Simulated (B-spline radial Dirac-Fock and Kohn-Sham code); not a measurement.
## How the binding energies of Yb³⁺ add up

System: the Yb³⁺ ion, configuration [Xe] 4f12 6s1 (an excited configuration); nuclear rms radius 5.3108 fm (A = 174).

Level of theory: Dirac-Fock energy differences between relaxed states, corrected for Breit and QED terms; an atomic code on a B-spline grid. Correlation energy is missing from these numbers. Energies are counted from the vacuum level. Subshells whose hole state is unreliable or did not converge are left out.

All terms are in eV, carry their sign (relaxation lowers the binding energy) and add up to the binding energy; ⟨r⟩ is the mean radius of the orbital in the initial state.

| subshell | −ε (Koopmans) | relaxation | Gaunt | retardation | self-energy | vacuum polarisation | binding energy | ⟨r⟩ (bohr) |
| --- | --- | --- | --- | --- | --- | --- | --- | --- |
| 1s | 61751.5 | -83.42 | -209.45 | 18.76 | -121.07 | 21.63 | 61377.9 | 0.020 |
| 2s | 10629.7 | -49.01 | -22.30 | 1.54 | -16.95 | 2.83 | 10545.8 | 0.083 |
| 2p1/2 | 10116.9 | -53.27 | -38.60 | 4.19 | 0.16 | 0.08 | 10029.5 | 0.069 |
| 2p3/2 | 9067.6 | -50.62 | -26.83 | 5.54 | -1.12 | -0.11 | 8994.5 | 0.076 |
| 3s | 2490.4 | -27.02 | -3.88 | 0.23 | -3.83 | 0.62 | 2456.5 | 0.216 |
| 3p1/2 | 2264.7 | -27.91 | -6.97 | 0.67 | -0.03 | 0.02 | 2230.5 | 0.206 |
| 3p3/2 | 2038.2 | -26.56 | -4.58 | 1.01 | -0.27 | -0.03 | 2007.8 | 0.220 |
| 3d3/2 | 1659.5 | -29.01 | -2.88 | 0.24 | 0.29 | -0.03 | 1628.2 | 0.194 |
| 3d5/2 | 1610.6 | -28.51 | -1.89 | 0.26 | 0.16 | -0.03 | 1580.6 | 0.198 |
| 4s | 556.7 | -10.58 | -0.77 | 0.05 | -0.90 | 0.15 | 544.6 | 0.487 |
| 4p1/2 | 463.9 | -10.29 | -1.40 | 0.14 | 0.01 | 0.00 | 452.3 | 0.496 |
| 4p3/2 | 411.8 | -9.34 | -0.84 | 0.21 | -0.04 | -0.01 | 401.8 | 0.526 |
| 4d3/2 | 258.5 | -8.82 | -0.36 | 0.03 | 0.07 | -0.01 | 249.5 | 0.551 |
| 4d5/2 | 248.8 | -8.50 | -0.16 | 0.03 | 0.05 | -0.01 | 240.2 | 0.562 |
| 4f | 60.67 | -6.66 | 0.17 | -0.03 | 0.04 | -0.01 | 54.19 | 0.688 |
| 5p1/2 | 76.43 | -1.32 | -0.17 | 0.02 | 0.01 | 0.00 | 74.97 | 1.299 |
| 5p3/2 | 68.88 | -1.11 | -0.09 | 0.03 | 0.01 | 0.00 | 67.71 | 1.388 |
| 6s | 29.40 | -0.05 | -0.02 | 0.00 | -0.02 | 0.00 | 29.32 | 2.891 |

For the deepest level, K (1s), the Breit terms make up -0.311 % of the binding energy, QED -0.162 % and orbital relaxation -0.136 %.

Spin-orbit splittings: 2p 1035.0 eV, 3p 222.7 eV, 3d 47.56 eV, 4p 50.53 eV, 4d 9.22 eV, 5p 7.26 eV.

Values without a named source are computed, but for edge energies of neutral atoms, which are taken from tables.
